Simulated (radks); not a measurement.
Spherical quantum dot in the effective-mass picture: electrons in a hard-walled sphere of radius 3.22, with a point charge +1 (a donor) at the centre, all in effective atomic units (hartree* = m*/eps^2 hartree, bohr* = eps/m* bohr), one dielectric constant everywhere. Calculated with a radial shooting solver with Libxc functionals: non-relativistic Kohn-Sham, exchange-only LDA, spin-polarised, spherical densities. Levels are named by radial order and angular momentum (1s, 1p, 1d, 2s, ...), and open shells are averaged over m.

N = 22, configuration 1s2 1p6 1d10 2s(up 1, down 0) 1f(up 3, down 0). This is the lowest configuration that the search found. Occupied and some empty levels:

| level | occupation | eigenvalue (hartree*) | <r> (bohr*) |
|---|---|---|---|
| 1s up | 1 | 8.8459 | 2.004 |
| 1s down | 1 | 8.9229 | 2.039 |
| 1p up | 3 | 9.1555 | 2.200 |
| 1p down | 3 | 9.2198 | 2.201 |
| 1d up | 5 | 9.6165 | 2.294 |
| 1d down | 5 | 9.6802 | 2.292 |
| 2s up | 1 | 10.044 | 1.298 |
| 1f up | 3 | 10.231 | 2.364 |
| 2s down | 0 | 10.249 | 1.329 |
| 1f down | 0 | 10.295 | 2.362 |
| 1g up | 0 | 10.988 | 2.420 |
| 1g down | 0 | 11.054 | 2.419 |
| 2p up | 0 | 11.237 | 1.633 |
| 2p down | 0 | 11.340 | 1.656 |
| 2d up | 0 | 12.326 | 1.816 |
| 2d down | 0 | 12.396 | 1.826 |

Energy (hartree*): total 113.842, kinetic 35.213, external -11.138, Hartree 99.527, exchange-correlation -9.7606.
